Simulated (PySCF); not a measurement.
Work out the structure from these simulated measurements.

Formula: C5H4O2S.

* Polarisability: 81.8 au [wB97X-D/def2-SVPD]
* Triplet: lowest triplet excitation (Tamm–Dancoff): 3.63 eV [TDA wB97X-D/def2-SVPD]
* UV, first state: lowest singlet excitation: 5.28 eV (235 nm, f = 0.224) [TDDFT wB97X-D/def2-SVPD]
* Rotational structure: rotational constants A, B, C: 4.244, 1.285, 0.986 GHz [PBE0-D3(BJ)/def2-SVP]
* Dipole: 1.17 D [wB97X-D/def2-SVPD]
* 13C NMR: chemical shifts (computed TMS as zero) by class: 170.4 (1 C), 161.9 (1 C), 134.2 (1 C), 125.0 (1 C), 122.9 (1 C) ppm [GIAO B3LYP/pcSseg-2]
* NMR, other nuclei: isotropic shieldings of nuclei other than C and H, by class: -124 (1 O), 82 (1 O), 256 (1 S) ppm [GIAO B3LYP/pcSseg-2]

Electronic properties: PySCF, gas phase, density fitting. Levels stand in brackets. Isolated species at its PBE0-D3(BJ)/def2-SVP geometry (one conformer only). Each NMR value is the plain mean over a class of atoms that symmetry, rotation or inversion makes alike.

Question: Give a SMILES that accounts for the data.

Answer: Numbering: `[O:1]=[CH:2][O:3][c:4]1[cH:5][cH:6][cH:7][s:8]1`. Its formula, C5H4O2S, gives 4 degrees of unsaturation: 1 ring and 3 π bonds in the structure found (Kekulé form). 5 carbons fall into 5 classes; from least to most shielded: aromatic carbon bearing oxygen [C4] (170.4 ppm), ester carbonyl carbon [C2] (161.9 ppm), aromatic CH carbon [C6] (134.2 ppm), aromatic CH next to a ring sulfur [C7] (125.0 ppm), aromatic CH carbon [C5] (122.9 ppm). The other shieldings belong to: -124 ppm, ester carbonyl oxygen [O1]; 82 ppm, ester single-bonded oxygen [O3]; 256 ppm, thiophene-type sulfur [S8]. The optimised geometry has point group Cs and is an asymmetric top. Structure: `O=COc1cccs1`. Computed isomers that give other values at the same levels: `O=c1ccsc(O)c1` (rotational constant A: 2.920 GHz; this holds for the one conformer computed); `O=C(O)c1cccs1` (13C chemical shifts (computed TMS as zero) by class: 168.8 (1 C), 146.2 (1 C), 146.1 (1 C), 144.8 (1 C), 135.9 (1 C) ppm); `O=COc1ccsc1` (rotational constant A: 5.396 GHz; this holds for the one conformer computed). The assignments are read from this structure; whether some other isomer fits the data as well wasn't checked.

Conformer computed: `[O:1]=[CH:2][O:3][c:4]1[cH:5][cH:6][cH:7][s:8]1`: O1–C2–O3–C4 0°, C2–O3–C4–C5 -1°.
